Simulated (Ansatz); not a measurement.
The first iterations of a band of CH₃Cl₃Si (8 atoms, charge 0, multiplicity 1).

Level of theory: RKS r2SCAN/def2-SVP (Ansatz 0.2.0).

```
movable images  : 9
climbing image  : yes
spring          : 5.0 eV/Å²
optimiser       : quadratic models (default)
start path      : through a guess of the saddle point
force threshold : 0.05 eV/Å
iteration limit : 38
end points      : relaxed
```

Initial state:

```xyz
8
Properties=species:S:1:pos:R:3
Si 0.085 0.334 0.717
Cl 1.770 -0.388 1.656
C -0.114 -0.442 -0.948
H 0.827 -0.374 -1.514
Cl 0.267 2.378 0.543
Cl -1.545 -0.075 1.908
H -0.387 -1.503 -0.845
H -0.904 0.071 -1.518
```

Final state:

```xyz
8
Properties=species:S:1:pos:R:3
Si -0.755 0.620 0.435
Cl 2.516 -0.762 0.632
C -0.492 -0.354 -0.937
H 1.399 -0.701 -0.075
Cl -0.187 2.564 0.578
Cl -1.471 -0.074 2.204
H -0.863 -1.383 -0.964
H -0.146 0.089 -1.875
```

| iteration | highest image above the first end (eV) | largest band force component (eV/Å) |
| --- | --- | --- |
| 1 | 3.785 | 3.720 |
| 2 | 3.624 | 1.563 |

Does the band converge within its limit, and where does its top end?

The run converged. It ended after 8 iterations with the highest image 3.617 eV above the first end. Neighbouring images differ by up to 1.5 eV, so the band resolves the path poorly. A vibrational analysis at the climbing image gives one clearly imaginary mode, 336i cm⁻¹: a first-order saddle point. The orbitals stay closed-shell, which can raise the energy where a bond breaks towards radicals; this wasn't checked here.

Run time: 4.6 min on 2 threads of Arm Neoverse V2, on a shared host, peak memory 0.17 GiB.
